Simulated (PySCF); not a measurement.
Ligand exchange on a metal centre used in film growth or etching (Hf OH-SH). Isolated molecules, 0 K electronic values unless said otherwise. One relaxed conformer stands for each flexible species; it need not be the lowest.

All values below come from PBE-D3(BJ)/def2-TZVP // r2SCAN-D4/def2-SVP (PySCF 2.14.0). All candidates: neutral, multiplicity 1. 

```json
{
 "LUMO": "-0.92 eV",
 "HOMO": "-5.70 eV",
 "HOMO–LUMO gap": "4.78 eV"
}
```

Name which member has these values.
(A) [Hf(OH)(SH)3]
(B) [Hf(SH)4]
(C) [Hf(OH)3(SH)]

C, [Hf(OH)3(SH)]. The others give [Hf(OH)(SH)3]: -2.33 eV, -6.30 eV, 3.97 eV; [Hf(SH)4]: -2.87 eV, -6.74 eV, 3.88 eV
